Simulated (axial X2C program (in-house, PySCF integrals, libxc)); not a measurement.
## MgBr⁻: cheaper levels and CCSD(T), with spin–orbit coupling

Calculated with an in-house all-electron X2C program for linear molecules (integrals from PySCF). Two-component (2c) means X2C with spin–orbit coupling and atomic mean-field two-electron Coulomb and Gaunt terms. Basis: Br dyall-acv3z [9s10p7d5f1g], Mg dyall-av3z [10s9p6d4f] (cores contracted in-house); Gaussian nuclei, density fitting, unrestricted open shells. Masses: Br 78.918 u, Mg 23.985 u.

State: Ω = 0 (closed shell); fragments Br- + Mg.

```json
{"level": "PBE0", "Re (Å)": "2.582", "ωe (cm⁻¹)": "222.4", "De (eV)": "1.04"}
{"level": "HF", "Re (Å)": "2.601", "ωe (cm⁻¹)": "215.6", "De (eV)": "0.849"}
{"level": "MP2", "Re (Å)": "2.577", "ωe (cm⁻¹)": "229.0", "De (eV)": "1.04"}
{"level": "CCSD", "Re (Å)": "2.586", "ωe (cm⁻¹)": "225.2", "De (eV)": "1.03"}
{"level": "PW91", "Re (Å)": "2.601", "ωe (cm⁻¹)": "215.2", "De (eV)": "1.03"}
```

Correlated methods: 10 electrons correlated (number of frozen shells: Br 3 s, 2 p, 1 d; Mg 2 s, 1 p), 320 virtual spin orbitals or spinors in MP2, 90 natural virtuals in coupled cluster.

CCSD(T), same Hamiltonian and basis:

Re = 2.584 Å, ωe = 227.0 cm⁻¹, De = 1.06 eV; T1 = 0.014 (Lee–Taylor normalisation).

Problem. Give the differences from CCSD(T) in the columns below.

Solution. 

```
level  ΔRe (Å)  Δωe (cm⁻¹)  ΔDe (eV)
 PBE0   -0.002        -4.6     -0.02
   HF    0.017       -11.4     -0.21
  MP2   -0.007         2.0     -0.02
 CCSD    0.002        -1.8     -0.03
 PW91    0.017       -11.8     -0.03
```

One determinant describes the state; a PBE0 search over occupations chose it and may have missed a lower one. Dissociation energies refer to the lowest single-determinant-based atoms at the same level and basis. CCSD and (T) use frozen natural virtuals with an MP2 correction for the truncation; (T) itself is uncorrected, so its De runs slightly low. The highest occupied level of some functionals is positive through self-interaction error; at Hartree–Fock it is bound. Hartree–Fock gets electron affinities wrong, so its lowest charge split need not be the true one.
